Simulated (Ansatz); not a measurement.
Compare A (`COB(C)N`) with its isomer B (`COBCN`).

Computed with Ansatz on PBE0-D4/def2-TZVP structures; ΔE is electronic, products minus reactants. CBS: MP2 limit from def2 TZ/QZ plus the TZ coupled-cluster correction, frozen cores. Functionals use def2-TZVPP. B3LYP here is the variant with VWN-RPA as its local correlation; programs differ in this. One conformer a species, not always the lowest.

A:

```xyz
13

C     0.942   -0.087    1.646
O     0.579    0.826    0.644
B    -0.156    0.437   -0.451
C    -0.647   -1.046   -0.662
N    -0.448    1.451   -1.380
H     1.578   -0.889    1.255
H     1.502    0.455    2.409
H     0.066   -0.543    2.120
H    -1.289   -1.372    0.162
H    -1.209   -1.178   -1.589
H     0.196   -1.745   -0.685
H    -0.976    1.292   -2.217
H    -0.139    2.399   -1.252
```

B:

```xyz
13

C    -2.262   -0.966   -0.089
O    -1.243   -0.034   -0.379
B     0.010   -0.167    0.092
C     1.062    0.948   -0.235
N     2.435    0.507   -0.022
H    -3.077   -0.454    0.427
H    -2.645   -1.377   -1.025
H    -1.889   -1.780    0.539
H     0.282   -1.121    0.782
H     0.774    1.836    0.360
H     0.936    1.255   -1.280
H     3.084    1.282   -0.055
H     2.534    0.072    0.886
```

**Question.** Which isomer does CCSD(T)/CBS put lower? Give the gap. (Best estimate.)

**Answer.** Ansatz gave: A, by 196.5 kJ/mol.

**Question.** Give E(B) − E(A) in kJ/mol with B3LYP-D4, PBE0-D4, ωB97M-V, PBE-D4, B3LYP, HF/def2-TZVPP, CCSD(T)/def2-TZVPP. (An estimate is asked.)

**Answer.** The calculation gave: B3LYP-D4 196.8, PBE0-D4 196.6, ωB97M-V 197.8, PBE-D4 193.4, B3LYP 193.5, HF/def2-TZVPP 192.9, CCSD(T)/def2-TZVPP 195.9. None reverses the order clearly.

Largest T1 diagnostic: 0.012.

The D4 term adds +3.3 kJ/mol with B3LYP and +1.8 kJ/mol with PBE0; it sums over pairs of atoms, weighted by their polarisabilities, and B3LYP, whose exchange is more repulsive, gets the larger term. From PBE to PBE0 (25 % exact exchange), in def2-TZVPP and without D4, E(B) − E(A) moves by +3.5 kJ/mol.
